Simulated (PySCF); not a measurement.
## Worked example: oscillator strength and radiative lifetime

Ta(S)(F)(OH)2 (FH2O2STa), SMILES [OH][Ta]([OH])([F])=[S], multiplicity 1.

Geometry: PBE0-D3(BJ)/def2-SVP. The spin state was assumed, not searched. The def2 effective core potentials stand for the cores of Ta; spin–orbit coupling is left out. Other conformers were not sampled.

TDDFT-PBE/def2-SVPD run with PySCF puts the first singlet state with f over 0.02 at 5.15 eV (vertical), with the transition dipole (0.550, -0.049, 0.000) in atomic units.

Problem. Find the oscillator strength, the wavelength and the radiative lifetime that this transition would have in vacuum if emission retraced absorption.

Solution. 
|μ|² = 0.3049 au, so |μ| = 1.40 D. ΔE = 5.15/27.211 = 0.1893 hartree. f = (2/3) ΔE |μ|² = 0.038 (the program prints 0.038).
λ = 1239.84/5.15 = 241 nm; ν = 41538 cm⁻¹.
Einstein's coefficient A = 0.6670 ν² f s⁻¹ (ν in cm⁻¹) = 4.4e7 s⁻¹, so τ = 1/A = 23 ns. This state is S4; the lower singlets have f = 0.000, 0.003, 0.001. The figure is the radiative limit of this one transition; relaxation, internal conversion, crossing to triplets and a medium change what is measured.
